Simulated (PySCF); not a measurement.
B(F)(H)(SMe) (CH₄BFS), SMILES S(BF)C. Atoms are numbered in the order given.

```xyz
8

B      0.5408    -0.9242     0.0000
F      0.0613    -2.1658     0.0000
H      1.7326    -0.7484     0.0000
S     -0.6271     0.4367     0.0000
C      0.4891     1.8889     0.0000
H      0.2872     2.4899    -0.8966
H      0.2872     2.4899     0.8966
H      1.5368     1.5609     0.0000
```

Geometry optimised at TPSSh-D3(BJ)/def2-SVP. One conformer was computed; it need not be the lowest.

The numbers are results of HF/def2-TZVPD in PySCF, not measurements.

Mulliken values depend strongly on the basis, most of all with diffuse functions as here. Atomic charges (e):

```tsv
atom	Mulliken	IAO
B1	0.40	___
F2	-0.35	___
H3	0.00	-0.04
S4	-0.26	0.05
C5	-0.21	___
H6	0.14	0.15
H7	0.14	0.15
H8	0.11	0.14
```

**Question.** Complete the blanks. (An estimate is asked for; the answer gives what the named calculation found.)

**Answer.** 
- B1, IAO: 0.37
- F2, IAO: -0.38
- C5, IAO: -0.44
